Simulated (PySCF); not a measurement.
Which level of theory gave which numbers?

Species: C3H6F2Si.
Numbering: `[F:1][C@@H:2]1[CH2:3][C@@H:4]([F:5])[SiH2:6]1` (hydrogens: H7 on C2; H8, H9 on C3; H10 on C4; H11, H12 on Si6)

The closed-shell ground state was solved 7 times with PySCF (density fitting, gas phase), always in the pcSseg-1 basis (139 functions), with these functionals: B3LYP, BP86, CAM-B3LYP, HF, LC-wPBE, PBE0 and wB97X-D. Isolated species at its PBE0-D3(BJ)/def2-SVP geometry (one conformer only).

```
row  total energy (Eh)  HOMO (eV)  LUMO (eV)  dipole (D)
  P          -607.0509      -6.72      -0.93        1.14
  Q          -606.5672      -8.07      -0.06        1.28
  R          -604.7918     -11.46       3.05        1.61
  S          -606.9218      -9.97       1.73        1.35
  T          -606.9167      -9.45       0.95        1.35
  U          -607.0460      -7.84      -0.28        1.28
  V          -606.7526     -10.76       2.13        1.37
```

Question: Which functional belongs to which row?

Answer: P = BP86, Q = PBE0, R = HF, S = wB97X-D, T = CAM-B3LYP, U = B3LYP, V = LC-wPBE. By rising HOMO–LUMO gap: BP86 (GGA) 5.79 eV; B3LYP (global hybrid, 20 % exact exchange) 7.56 eV; PBE0 (global hybrid, 25 % exact exchange) 8.01 eV; CAM-B3LYP (range-separated hybrid) 10.40 eV; wB97X-D (range-separated hybrid) 11.70 eV; LC-wPBE (range-separated hybrid) 12.89 eV; HF (all exact exchange) 14.51 eV. Total energies of different functionals aren't bounds to one another; each is stationary for its own functional.

wB97X-D is run here without its empirical dispersion term; that term would change no orbital, density or response property at a fixed geometry.
